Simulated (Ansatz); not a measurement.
C2H2O3Si, SMILES O=C1OC(=O)[SiH2]1.

Geometry: TPSSh-D3(BJ)/def2-SVP.

Two levels are set side by side: PBE/def2-SVPD (Ansatz, a quantum-chemistry and plane-wave program) and PBE0/def2-SVPD (Ansatz). Energy differences of separate SCF runs at the same geometry; the states with an electron removed or added have multiplicity 2 and 2. Differences are taken from unrounded values.

| quantity | PBE0 | PBE | PBE minus PBE0 |
|---|---|---|---|
| vertical ionisation energy (eV) | 10.28 | 9.85 | -0.43 |
| vertical singlet–triplet gap (eV) | 3.87 | 3.65 | -0.22 |
